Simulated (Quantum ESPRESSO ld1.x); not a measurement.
Results of a calculation; reference values are marked as such.
Question: The mean radii <r> (bohr) of the occupied orbitals of an atom or ion are listed with their occupations. Code: ld1.x of Quantum ESPRESSO 7.5. Model: Dirac Kohn-Sham, PW91, spin-unpolarised, spherical densities, point nucleus.

| orbital | occ. | <r> |
|---|---|---|
| 1s1/2 | 2 | 0.01631 |
| 2s1/2 | 2 | 0.06805 |
| 2p1/2 | 2 | 0.05588 |
| 2p3/2 | 4 | 0.06468 |
| 3s1/2 | 2 | 0.1770 |
| 3p1/2 | 2 | 0.1674 |
| 3p3/2 | 4 | 0.1835 |
| 3d3/2 | 4 | 0.1595 |
| 3d5/2 | 6 | 0.1644 |
| 4s1/2 | 2 | 0.3914 |
| 4p1/2 | 2 | 0.3931 |
| 4p3/2 | 4 | 0.4274 |
| 4d3/2 | 4 | 0.4333 |
| 4d5/2 | 6 | 0.4444 |
| 5s1/2 | 2 | 0.8753 |
| 4f5/2 | 6 | 0.4641 |
| 4f7/2 | 8 | 0.4706 |
| 5p1/2 | 2 | 0.9367 |
| 5p3/2 | 4 | 1.027 |
| 5d3/2 | 4 | 1.277 |
| 5d5/2 | 5 | 1.316 |

Name the element and its charge. Open shells, if any, fill j = l - 1/2 first.

Answer: Z = 81, thallium, charge +4: Tl4+ in [Xe] 4f14 5d9. The 1s radius gives Z: for a bare nucleus <r> = (2 gamma + 1)/(2Z) with gamma = sqrt(1 - (Z/c)^2), 0.01613 bohr for Z = 81, and screening makes it slightly larger (0.01631 here). The occupations add up to 77, and the charge is Z minus that.
